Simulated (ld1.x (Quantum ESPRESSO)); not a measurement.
An all-electron radial function and its pseudo partner (strontium)

Columns: radius, all-electron u(r) and pseudo u(r) of the 4s shell (level -40.90 eV) of strontium in the configuration [Ar] 3d10 4s2 4p6 4d0 5s2 5p0; PBE, scalar-relativistic, RRKJ scheme, ld1.x (Quantum ESPRESSO) 7.5.

| r (bohr) | all-electron | pseudo |
| --- | --- | --- |
| 0.188 | -0.0788 | -0.1997 |
| 0.375 | 0.5103 | -0.3917 |
| 0.562 | 0.1021 | -0.5680 |
| 0.750 | -0.4736 | -0.7171 |
| 0.938 | -0.8390 | -0.8241 |
| 1.125 | -0.9780 | -0.8775 |
| 1.312 | -0.9636 | -0.8729 |
| 1.500 | -0.8654 | -0.8142 |
| 1.688 | -0.7339 | -0.7153 |
| 1.875 | -0.5999 | -0.5967 |
| 2.062 | -0.4778 | -0.4780 |
| 2.250 | -0.3731 | -0.3731 |
| 2.438 | -0.2874 | -0.2874 |
| 2.625 | -0.2194 | -0.2194 |
| 2.812 | -0.1662 | -0.1662 |
| 3.000 | -0.1249 | -0.1249 |
| 3.188 | -0.0936 | -0.0936 |
| 3.375 | -0.0700 | -0.0700 |
| 3.562 | -0.0522 | -0.0522 |
| 3.750 | -0.0387 | -0.0387 |
| 3.938 | -0.0287 | -0.0287 |
| 4.125 | -0.0213 | -0.0213 |
| 4.312 | -0.0157 | -0.0157 |
| 4.500 | -0.0116 | -0.0116 |
| 4.688 | -0.0085 | -0.0085 |
| 4.875 | -0.0063 | -0.0063 |

**Question.** How many radial nodes do the two functions have?

**Answer.** The all-electron 4s function has n − l − 1 = 3 (the table is too coarse to show those close to the nucleus); the pseudo-wave has 0, since the states of the same l below it are removed with the core.

**Question.** At about which radius was the pseudo-wave matched?

**Answer.** 2.30 bohr. The columns agree to 0.0005 from 2.06 bohr on; several derivatives are matched, so the curves merge somewhat inside the radius.

**Question.** Is the pseudo-wave norm-conserving?

**Answer.** Yes: the RRKJ scheme keeps the norm inside the radius equal to the all-electron one, which fixes the energy derivative of the logarithmic derivative at the level.
